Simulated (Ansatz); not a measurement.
Cu₂O₄H₄⁺, that is Cu2(OH)4 with one electron fewer. The state is a doublet with charge 1. Geometry PBE-D4/def2-SVP, that of the neutral triplet; atoms count from 1.

```csv
atom,x (Å),y (Å),z (Å)
Cu1,-0.4648,-0.8969,-0.9978
O2,-1.3212,-2.2765,-1.7718
O3,1.2453,-0.4954,-0.1518
Cu4,0.4968,0.9230,0.9577
O5,0.8058,1.7262,2.5372
O6,-0.8183,0.9508,-0.4821
H7,-1.1810,-2.2890,-2.7400
H8,1.5931,-1.2422,0.3731
H9,1.3745,2.5157,2.4341
H10,-1.7303,1.0842,-0.1587
```

The charge 1 doublet is spin-contaminated (final ⟨S²⟩ up to 1.42, 0.75 for a pure state). At PBE0-D4/def2-TZVP a quartet of charge 1 lies 0.07 eV below the doublet at the same geometry.

Problem. Estimate the Mulliken populations from the PBE0/def2-TZVP orbitals of Ansatz.

Solution. 
| atom | charge (e) | spin (α − β) | d electrons |
| --- | --- | --- | --- |
| Cu1 | 0.66 | -0.22 | 9.44 |
| O2 | -0.27 | 0.76 | – |
| O3 | -0.54 | -0.21 | – |
| Cu4 | 0.63 | 0.46 | 9.49 |
| O5 | -0.47 | 0.45 | – |
| O6 | -0.54 | -0.22 | – |
| H7 | 0.40 | -0.02 | – |
| H8 | 0.38 | 0.01 | – |
| H9 | 0.36 | -0.01 | – |
| H10 | 0.38 | 0.01 | – |
Mulliken values depend strongly on the basis.

Problem. Where does the spin sit?

Solution. Summed by element: Cu 0.23, O 0.79, H -0.02, of 1 unpaired in all. Largest on single atoms: O2 0.76, Cu4 0.46, O5 0.45.

Problem. And the Mayer bond orders between heavy atoms (over 0.3)?

Solution. Cu1–O2 0.89 (1.80 Å); Cu1–O3 0.67 (1.95 Å); Cu1–O6 0.67 (1.95 Å); O3–Cu4 0.43 (1.95 Å); Cu4–O5 1.17 (1.80 Å); Cu4–O6 0.43 (1.95 Å).
